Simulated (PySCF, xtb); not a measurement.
C4H6F2, SMILES C[C@@H](F)/C=C\F.

GFN2-xTB (xtb 6.7.1) at its own geometry gives an orbital gap of 5.11 eV and a dipole moment of 3.57 D.

Geometry: r2SCAN-D4/def2-SVP. The structure was generated by enumeration; whether it is a known compound was not checked. One conformer was computed; it need not be the lowest.

What does HF/def2-TZVP run with PySCF give? (Estimate from the structure and the level; the computed values follow.)

gap 13.96 eV (levels -10.30 and 3.66 eV), dipole 3.11 D.
